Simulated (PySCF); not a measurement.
A survey of 19F NMR shifts

- shieldings: GIAO PBE0/pcSseg-1
- structure optimised with GFN2-xTB
- run in PySCF 2.14.0 with density-fitted response routines
- rapidly exchanging positions averaged, gas phase, one computed conformer, no relativistic terms

Shieldings were converted by a linear fit to measured shifts: 19F (scatter 6.0 ppm rms, 7.0 ppm with the 5 outliers that the fit left out vs CFCl3, solution or neat liquid, with a term for F on sp3 carbon). Occasional misses reach two or three times the rms, and more in compound classes unlike the fitted ones.

Problem. Give the 19F shifts of `C#C[P@@](=O)(O)C(F)=C(F)F`.

Solution. 
```
                                                          compound            environment  δ (ppm)
[CH:1]#[C:2][P@@:3](=[O:4])([OH:5])[C:6]([F:7])=[C:8]([F:9])[F:10]  F10: vinylic fluorine    -85.5
[CH:1]#[C:2][P@@:3](=[O:4])([OH:5])[C:6]([F:7])=[C:8]([F:9])[F:10]   F9: vinylic fluorine   -107.4
[CH:1]#[C:2][P@@:3](=[O:4])([OH:5])[C:6]([F:7])=[C:8]([F:9])[F:10]   F7: vinylic fluorine   -194.5
```

Problem. Order these by 19F shift, lowest first.
A. CCC(C)(F)CC
B. CC(C)[C@@H](C)CF
C. CC[C@@H](C)[C@@H](C)F
D. Cc1cocc1C(F)(F)F

Solution. B (-229.4 ppm, fluorine on an sp3 carbon), C (-186.4 ppm, fluorine on an sp3 carbon), A (-155.6 ppm, fluorine on an sp3 carbon), D (-62.6 ppm, fluorine of a CF3 group).
